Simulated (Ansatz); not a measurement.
Species: TaO, charge 0, doublet. TaO (SMILES [Ta]=[O], doublet).
B3LYP-D3(BJ)/def2-TZVP minimum from Ansatz (a program for electronic structure):
```
Ta
O 1 1.6934
```
Charge 0, spin multiplicity 2.

Total energies in def2-QZVPP, 11 correlated electrons, 5 frozen orbitals. UHF or UKS for unpaired electrons; spin-orbit terms are left out. Correlated methods leave the cores frozen (noble-gas shells, and filled d and f shells in the p block). Past Kr the def2 sets carry scalar-relativistic core potentials. The UHF reference of OTa ([O]=[Ta], doublet) is spin-contaminated (<S^2> up to 0.36 over the pure value in the sets run). The determinant of OTa ([O]=[Ta], doublet) is a saddle point of the SCF energy; a lower one exists, which strains HF and MP2.

```
method    program  energy (Eh)  minus CCSDT(Q) (mEh)
--------  -------  -----------  --------------------
HF         Ansatz   -131.25840                413.63
MP2        Ansatz   -131.65586                 16.17
CCSD       Ansatz   -131.64300                 29.03
CCSD(T)    Ansatz   -131.67041                  1.62
CCSDT(Q)   Ansatz   -131.67203                  0.00
```

Rough core times of Ansatz's runs on a shared machine: CCSD(T) 7 min, CCSDT(Q) 2 h.
